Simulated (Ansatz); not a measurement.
Relaxation of a periodic cell of 20 atoms, C18NO (surface graphene monolayer, adsorbate NO), to a largest force component of 0.03 eV/Å in at most 60 steps.

Method: Ansatz 0.2.0, DFT LDA, scalar-relativistic, plane waves, PAW. Settings: cutoff 420 eV, k mesh 2x2x1, gaussian smearing 0.02 eV, spin collinear.

```xyz
20
Lattice="7.3980 0.0000 0.0000 -3.6990 6.4069 0.0000 0.0000 0.0000 13.0000" Properties=species:S:1:pos:R:3
C 0.000 0.000 1.000
C 1.233 0.712 1.000
C -1.233 2.136 1.000
C 0.000 2.847 1.000
C -2.466 4.271 1.000
C -1.233 4.983 1.000
C 2.466 0.000 1.000
C 3.699 0.712 1.000
C 1.233 2.136 1.000
C 2.466 2.847 1.000
C 0.000 4.271 1.000
C 1.233 4.983 1.000
C 4.932 0.000 1.000
C 6.165 0.712 1.000
C 3.699 2.136 1.000
C 4.932 2.847 1.000
C 2.466 4.271 1.000
C 3.699 4.983 1.000
N 1.233 4.983 2.490
O -0.822 3.322 2.100
```

Question: Where does it end, and by what steps?

Answer: It converged. Limits of this set-up: slab without dipole correction. After 13 steps the energy has fallen by 6.037 eV; N19 moved furthest, 0.74 Å. The start is strongly strained (largest force component 9 eV/Å). Joined: C17–N19 (2.06 → 1.46 Å).

```tsv
step	energy less start (eV)	largest force component (eV/Å)	accepted
0	0.0000	8.801	yes
1	-1.9122	4.401	yes
2	-3.0077	2.419	yes
3	-3.6423	1.647	yes
4	-4.2201	0.939	yes
5	-4.7975	1.672	yes
6	-5.3010	1.115	yes
7	-5.7351	2.621	yes
8	-5.5951	4.145	no
9	-5.9923	0.563	yes
10	-6.0279	0.316	yes
11	-6.0363	0.081	yes
12	-6.0369	0.090	yes
13	-6.0373	0.024	yes
```

```xyz
20
Lattice="7.3980 0.0000 0.0000 -3.6990 6.4069 0.0000 0.0000 0.0000 13.0000" Properties=species:S:1:pos:R:3
C -0.061 -0.002 0.899
C 1.166 0.708 0.867
C -1.342 2.121 0.897
C -0.086 2.813 1.190
C -2.528 4.291 0.900
C -1.335 5.008 0.958
C 2.387 0.004 0.884
C 3.630 0.723 0.873
C 1.191 2.126 0.959
C 2.386 2.815 0.957
C -0.113 4.293 1.292
C 1.161 5.041 1.289
C 4.857 0.044 0.939
C 6.073 0.719 0.894
C 3.629 2.133 0.860
C 4.860 2.840 0.889
C 2.438 4.262 1.193
C 3.663 5.009 0.907
N 1.926 4.723 2.479
O -0.199 3.483 2.466
```

Run time: 76 s on 2 threads of INTEL(R) XEON(R) PLATINUM 8581C CPU @ 2.10GHz (Emerald Rapids), on a shared host, peak memory 1 GiB.
